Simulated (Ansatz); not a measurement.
## Molecular dynamics of ClFH6N2Zr

Input file:

```yaml
crystal:
  periodic: [false, false, false]
  atoms:
    - { symbol: Zr, position_ang: [-0.465528, -0.198743, 0.08545] }
    - { symbol: Cl, position_ang: [-0.268772, 1.227232, 2.59188] }
    - { symbol: F, position_ang: [1.399145, -0.628179, 0.269141] }
    - { symbol: "N", position_ang: [-1.029089, 1.560755, -0.761831] }
    - { symbol: H, position_ang: [-1.390015, 1.680902, -1.692574] }
    - { symbol: H, position_ang: [-0.893048, 2.468767, -0.350092] }
    - { symbol: "N", position_ang: [-1.080703, -1.590131, -1.249859] }
    - { symbol: H, position_ang: [-1.996434, -1.67315, -1.658753] }
    - { symbol: H, position_ang: [-0.517116, -2.357057, -1.578331] }
    - { symbol: H, position_ang: [-1.685096, -0.664657, 1.572683] }
    - { symbol: H, position_ang: [-1.184745, 0.17426, 2.249285] }
basis:
  gaussian: { orbitals: def2-SVP }
hamiltonian:
  xc: hf
md:
  timestep: 0.5
  n_steps: 200
  ensemble: nve
  temperature: 300.0
  initial_velocities: maxwell_boltzmann
  seed: 3550
```

Command:

```bash
$ ansatz run input.yaml --threads 2 --pin off --max-ram 3072MiB --backend cpu --events-out ev --progress --plain --runs-dir out
```

It starts at the highest image of a converged band, a first-order saddle point between two minima.

Output, in part (one step line in 3, the closing report, with atoms numbered from 0):

```
md step     0: t =     0.00 fs  T =   300.0 K  F+E_penalty+E_count = -19529.31453419 eV  E_kin = 0.349002 eV  conserved = -19528.96553220 eV  (37 SCF iters)
md step     3: t =     1.50 fs  T =   272.6 K  F+E_penalty+E_count = -19529.28192615 eV  E_kin = 0.317110 eV  conserved = -19528.96481626 eV  (40 SCF iters)
md step     6: t =     3.00 fs  T =   247.9 K  F+E_penalty+E_count = -19529.25320029 eV  E_kin = 0.288339 eV  conserved = -19528.96486079 eV  (41 SCF iters)
md step     9: t =     4.50 fs  T =   227.4 K  F+E_penalty+E_count = -19529.22976893 eV  E_kin = 0.264556 eV  conserved = -19528.96521303 eV  (41 SCF iters)
md step    12: t =     6.00 fs  T =   185.5 K  F+E_penalty+E_count = -19529.18032505 eV  E_kin = 0.215788 eV  conserved = -19528.96453700 eV  (41 SCF iters)
md step    15: t =     7.50 fs  T =   180.2 K  F+E_penalty+E_count = -19529.17440080 eV  E_kin = 0.209649 eV  conserved = -19528.96475201 eV  (41 SCF iters)
md step    18: t =     9.00 fs  T =   191.8 K  F+E_penalty+E_count = -19529.18842282 eV  E_kin = 0.223121 eV  conserved = -19528.96530164 eV  (40 SCF iters)
md step    21: t =    10.50 fs  T =   173.6 K  F+E_penalty+E_count = -19529.16661270 eV  E_kin = 0.201982 eV  conserved = -19528.96463087 eV  (40 SCF iters)
md step    24: t =    12.00 fs  T =   178.9 K  F+E_penalty+E_count = -19529.17294245 eV  E_kin = 0.208102 eV  conserved = -19528.96484090 eV  (40 SCF iters)
md step    27: t =    13.50 fs  T =   194.3 K  F+E_penalty+E_count = -19529.19117667 eV  E_kin = 0.226081 eV  conserved = -19528.96509522 eV  (41 SCF iters)
md step    30: t =    15.00 fs  T =   200.7 K  F+E_penalty+E_count = -19529.19803735 eV  E_kin = 0.233519 eV  conserved = -19528.96451810 eV  (41 SCF iters)
md step    33: t =    16.50 fs  T =   248.8 K  F+E_penalty+E_count = -19529.25432058 eV  E_kin = 0.289382 eV  conserved = -19528.96493853 eV  (41 SCF iters)
md step    36: t =    18.00 fs  T =   309.6 K  F+E_penalty+E_count = -19529.32533987 eV  E_kin = 0.360183 eV  conserved = -19528.96515712 eV  (41 SCF iters)
md step    39: t =    19.50 fs  T =   367.1 K  F+E_penalty+E_count = -19529.39179658 eV  E_kin = 0.427007 eV  conserved = -19528.96478986 eV  (42 SCF iters)
md step    42: t =    21.00 fs  T =   443.1 K  F+E_penalty+E_count = -19529.48096068 eV  E_kin = 0.515517 eV  conserved = -19528.96544322 eV  (41 SCF iters)
md step    45: t =    22.50 fs  T =   482.8 K  F+E_penalty+E_count = -19529.52685735 eV  E_kin = 0.561680 eV  conserved = -19528.96517707 eV  (41 SCF iters)
md step    48: t =    24.00 fs  T =   507.3 K  F+E_penalty+E_count = -19529.55489897 eV  E_kin = 0.590154 eV  conserved = -19528.96474449 eV  (41 SCF iters)
md step    51: t =    25.50 fs  T =   552.9 K  F+E_penalty+E_count = -19529.60863995 eV  E_kin = 0.643238 eV  conserved = -19528.96540230 eV  (41 SCF iters)
md step    54: t =    27.00 fs  T =   578.0 K  F+E_penalty+E_count = -19529.63739427 eV  E_kin = 0.672375 eV  conserved = -19528.96501943 eV  (41 SCF iters)
md step    57: t =    28.50 fs  T =   600.9 K  F+E_penalty+E_count = -19529.66431518 eV  E_kin = 0.699049 eV  conserved = -19528.96526651 eV  (42 SCF iters)
md step    60: t =    30.00 fs  T =   610.1 K  F+E_penalty+E_count = -19529.67484716 eV  E_kin = 0.709718 eV  conserved = -19528.96512958 eV  (41 SCF iters)
md step    63: t =    31.50 fs  T =   609.1 K  F+E_penalty+E_count = -19529.67389788 eV  E_kin = 0.708641 eV  conserved = -19528.96525697 eV  (41 SCF iters)
md step    66: t =    33.00 fs  T =   587.1 K  F+E_penalty+E_count = -19529.64811533 eV  E_kin = 0.683026 eV  conserved = -19528.96508982 eV  (41 SCF iters)
md step    69: t =    34.50 fs  T =   575.8 K  F+E_penalty+E_count = -19529.63442695 eV  E_kin = 0.669901 eV  conserved = -19528.96452576 eV  (40 SCF iters)
md step    72: t =    36.00 fs  T =   602.6 K  F+E_penalty+E_count = -19529.66677165 eV  E_kin = 0.701064 eV  conserved = -19528.96570810 eV  (41 SCF iters)
md step    75: t =    37.50 fs  T =   595.0 K  F+E_penalty+E_count = -19529.65642519 eV  E_kin = 0.692130 eV  conserved = -19528.96429516 eV  (40 SCF iters)
md step    78: t =    39.00 fs  T =   653.6 K  F+E_penalty+E_count = -19529.72551668 eV  E_kin = 0.760336 eV  conserved = -19528.96518106 eV  (42 SCF iters)
md step    81: t =    40.50 fs  T =   705.4 K  F+E_penalty+E_count = -19529.78631458 eV  E_kin = 0.820650 eV  conserved = -19528.96566421 eV  (42 SCF iters)
md step    84: t =    42.00 fs  T =   717.7 K  F+E_penalty+E_count = -19529.79913484 eV  E_kin = 0.834932 eV  conserved = -19528.96420243 eV  (41 SCF iters)
md step    87: t =    43.50 fs  T =   792.7 K  F+E_penalty+E_count = -19529.88779420 eV  E_kin = 0.922128 eV  conserved = -19528.96566649 eV  (41 SCF iters)
md step    90: t =    45.00 fs  T =   829.5 K  F+E_penalty+E_count = -19529.92989411 eV  E_kin = 0.965012 eV  conserved = -19528.96488211 eV  (41 SCF iters)
md step    93: t =    46.50 fs  T =   886.1 K  F+E_penalty+E_count = -19529.99541058 eV  E_kin = 1.030781 eV  conserved = -19528.96462948 eV  (42 SCF iters)
md step    96: t =    48.00 fs  T =   981.2 K  F+E_penalty+E_count = -19530.10704812 eV  E_kin = 1.141465 eV  conserved = -19528.96558324 eV  (42 SCF iters)
md step    99: t =    49.50 fs  T =  1043.8 K  F+E_penalty+E_count = -19530.17926731 eV  E_kin = 1.214280 eV  conserved = -19528.96498761 eV  (42 SCF iters)
md step   102: t =    51.00 fs  T =  1102.5 K  F+E_penalty+E_count = -19530.24779831 eV  E_kin = 1.282536 eV  conserved = -19528.96526241 eV  (46 SCF iters)
md step   105: t =    52.50 fs  T =  1151.4 K  F+E_penalty+E_count = -19530.30438223 eV  E_kin = 1.339472 eV  conserved = -19528.96491045 eV  (42 SCF iters)
md step   108: t =    54.00 fs  T =  1209.6 K  F+E_penalty+E_count = -19530.37268226 eV  E_kin = 1.407142 eV  conserved = -19528.96553980 eV  (41 SCF iters)
md step   111: t =    55.50 fs  T =  1234.3 K  F+E_penalty+E_count = -19530.40058449 eV  E_kin = 1.435964 eV  conserved = -19528.96462043 eV  (42 SCF iters)
md step   114: t =    57.00 fs  T =  1300.6 K  F+E_penalty+E_count = -19530.47830747 eV  E_kin = 1.513095 eV  conserved = -19528.96521257 eV  (41 SCF iters)
md step   117: t =    58.50 fs  T =  1357.8 K  F+E_penalty+E_count = -19530.54524966 eV  E_kin = 1.579618 eV  conserved = -19528.96563187 eV  (41 SCF iters)
md step   120: t =    60.00 fs  T =  1372.5 K  F+E_penalty+E_count = -19530.56109784 eV  E_kin = 1.596679 eV  conserved = -19528.96441893 eV  (41 SCF iters)
md step   123: t =    61.50 fs  T =  1438.6 K  F+E_penalty+E_count = -19530.63941133 eV  E_kin = 1.673524 eV  conserved = -19528.96588695 eV  (41 SCF iters)
md step   126: t =    63.00 fs  T =  1439.1 K  F+E_penalty+E_count = -19530.63935019 eV  E_kin = 1.674140 eV  conserved = -19528.96521049 eV  (42 SCF iters)
md step   129: t =    64.50 fs  T =  1423.5 K  F+E_penalty+E_count = -19530.62089225 eV  E_kin = 1.656001 eV  conserved = -19528.96489120 eV  (41 SCF iters)
md step   132: t =    66.00 fs  T =  1426.3 K  F+E_penalty+E_count = -19530.62487550 eV  E_kin = 1.659227 eV  conserved = -19528.96564847 eV  (42 SCF iters)
md step   135: t =    67.50 fs  T =  1385.9 K  F+E_penalty+E_count = -19530.57714627 eV  E_kin = 1.612222 eV  conserved = -19528.96492398 eV  (42 SCF iters)
md step   138: t =    69.00 fs  T =  1357.2 K  F+E_penalty+E_count = -19530.54433052 eV  E_kin = 1.578896 eV  conserved = -19528.96543454 eV  (41 SCF iters)
md step   141: t =    70.50 fs  T =  1311.6 K  F+E_penalty+E_count = -19530.49096755 eV  E_kin = 1.525839 eV  conserved = -19528.96512868 eV  (41 SCF iters)
md step   144: t =    72.00 fs  T =  1252.1 K  F+E_penalty+E_count = -19530.42244498 eV  E_kin = 1.456654 eV  conserved = -19528.96579103 eV  (41 SCF iters)
md step   147: t =    73.50 fs  T =  1145.3 K  F+E_penalty+E_count = -19530.29717006 eV  E_kin = 1.332418 eV  conserved = -19528.96475182 eV  (41 SCF iters)
md step   150: t =    75.00 fs  T =  1066.6 K  F+E_penalty+E_count = -19530.20579003 eV  E_kin = 1.240766 eV  conserved = -19528.96502451 eV  (41 SCF iters)
md step   153: t =    76.50 fs  T =  1001.9 K  F+E_penalty+E_count = -19530.13098077 eV  E_kin = 1.165538 eV  conserved = -19528.96544296 eV  (41 SCF iters)
md step   156: t =    78.00 fs  T =   934.4 K  F+E_penalty+E_count = -19530.05099153 eV  E_kin = 1.086976 eV  conserved = -19528.96401593 eV  (42 SCF iters)
md step   159: t =    79.50 fs  T =   959.9 K  F+E_penalty+E_count = -19530.08241109 eV  E_kin = 1.116671 eV  conserved = -19528.96574012 eV  (41 SCF iters)
md step   162: t =    81.00 fs  T =   957.0 K  F+E_penalty+E_count = -19530.07819400 eV  E_kin = 1.113359 eV  conserved = -19528.96483457 eV  (41 SCF iters)
md step   165: t =    82.50 fs  T =   985.6 K  F+E_penalty+E_count = -19530.11116877 eV  E_kin = 1.146642 eV  conserved = -19528.96452710 eV  (41 SCF iters)
md step   168: t =    84.00 fs  T =  1069.8 K  F+E_penalty+E_count = -19530.21024411 eV  E_kin = 1.244532 eV  conserved = -19528.96571163 eV  (42 SCF iters)
md step   171: t =    85.50 fs  T =  1128.8 K  F+E_penalty+E_count = -19530.27759331 eV  E_kin = 1.313231 eV  conserved = -19528.96436267 eV  (41 SCF iters)
md step   174: t =    87.00 fs  T =  1249.1 K  F+E_penalty+E_count = -19530.41836854 eV  E_kin = 1.453118 eV  conserved = -19528.96525070 eV  (41 SCF iters)
md step   177: t =    88.50 fs  T =  1377.0 K  F+E_penalty+E_count = -19530.56703033 eV  E_kin = 1.601932 eV  conserved = -19528.96509822 eV  (41 SCF iters)
md step   180: t =    90.00 fs  T =  1506.0 K  F+E_penalty+E_count = -19530.71724587 eV  E_kin = 1.751935 eV  conserved = -19528.96531043 eV  (41 SCF iters)
md step   183: t =    91.50 fs  T =  1615.9 K  F+E_penalty+E_count = -19530.84524346 eV  E_kin = 1.879898 eV  conserved = -19528.96534592 eV  (40 SCF iters)
md step   186: t =    93.00 fs  T =  1708.4 K  F+E_penalty+E_count = -19530.95275159 eV  E_kin = 1.987415 eV  conserved = -19528.96533647 eV  (41 SCF iters)
md step   189: t =    94.50 fs  T =  1771.3 K  F+E_penalty+E_count = -19531.02616513 eV  E_kin = 2.060601 eV  conserved = -19528.96556368 eV  (41 SCF iters)
md step   192: t =    96.00 fs  T =  1800.3 K  F+E_penalty+E_count = -19531.05889927 eV  E_kin = 2.094358 eV  conserved = -19528.96454145 eV  (41 SCF iters)
md step   195: t =    97.50 fs  T =  1871.9 K  F+E_penalty+E_count = -19531.14346450 eV  E_kin = 2.177683 eV  conserved = -19528.96578144 eV  (40 SCF iters)
md step   198: t =    99.00 fs  T =  1886.4 K  F+E_penalty+E_count = -19531.15973578 eV  E_kin = 2.194580 eV  conserved = -19528.96515549 eV  (41 SCF iters)
md step   200: t =   100.00 fs  T =  1882.1 K  F+E_penalty+E_count = -19531.15409889 eV  E_kin = 2.189494 eV  conserved = -19528.96460469 eV  (41 SCF iters)
Total energy: -19531.15409889 eV, -717.7566744425 hartree
Atom 0 at    -0.309447     0.014365     0.150724 Å, force    -0.517029     0.071665     0.859888 eV/Å
Atom 1 at    -0.453440     0.984187     2.424984 Å, force    -0.077481    -0.424307    -0.753509 eV/Å
Atom 2 at     1.477677    -0.662666    -0.054602 Å, force    -0.117562     0.150502    -0.234179 eV/Å
Atom 3 at    -0.900527     1.504455    -1.090473 Å, force     0.207060    -0.294210    -0.011906 eV/Å
Atom 4 at    -1.240432     1.297082    -2.006664 Å, force    -0.189803    -0.196033    -0.370718 eV/Å
Atom 5 at    -0.963934     2.493695    -0.986897 Å, force     0.176877     0.441904     0.297862 eV/Å
Atom 6 at    -1.436520    -1.576772    -0.473036 Å, force     0.723435     0.993631     0.451610 eV/Å
Atom 7 at    -2.350464    -1.956823    -0.510231 Å, force    -0.718297     0.026240     0.139733 eV/Å
Atom 8 at    -0.846029    -2.202218    -0.969981 Å, force     0.508739    -0.771964    -0.379156 eV/Å
Atom 9 at    -3.884981    -4.468464     1.406576 Å, force     0.826908     1.021289    -0.065811 eV/Å
Atom 10 at    -4.333365    -5.025775     1.445711 Å, force    -0.822849    -1.018717     0.066185 eV/Å
Dipole moment:    -0.481047    -0.131697    -0.702153 e Å
```

The run went to its last step. The conserved energy stayed within 0.14 meV per atom of its start (net change 0.084 meV per atom), so the integration is sound. The kinetic energy rose, since the run started high on the potential surface and went downhill. It ends in pieces (ClFH4N2Zr + H2), so much of that is their flight and rotation, not heat. A run of 0.1 ps of so small a system gives no equilibrium averages. The orbitals stay closed-shell, which can raise the energy where a bond breaks towards radicals; this wasn't checked here.

Between its relaxed ends the band would form Zr1–H10, Cl2–H11 and break Zr1–Cl2, H10–H11. These pairs go: Zr1–H10 1.98 → 5.87 Å, Cl2–H11 1.44 → 7.22 Å, Zr1–Cl2 2.89 → 2.48 Å, H10–H11 1.19 → 0.72 Å. In the last frame they stand as before the step (other bonds may differ from the relaxed reactants and products). Also parted: Zr1–H11 2.31 → 6.58 Å. It ends as ClFH4N2Zr + H2. Pairs count as bonded within 1.25 times the sum of covalent radii (0.12 Å more for H–H).

Last frame:

```xyz
11
Properties=species:S:1:pos:R:3
Zr -0.309 0.014 0.151
Cl -0.453 0.984 2.425
F 1.478 -0.663 -0.055
N -0.900 1.504 -1.091
H -1.240 1.297 -2.007
H -0.964 2.494 -0.987
N -1.437 -1.577 -0.473
H -2.350 -1.957 -0.510
H -0.846 -2.202 -0.970
H -3.885 -4.468 1.407
H -4.333 -5.026 1.446
```

Time of the run: 8.2 min on 2 threads of Intel(R) Xeon(R) Platinum 8488C (Sapphire Rapids) (shared host), peak memory 0.29 GiB.
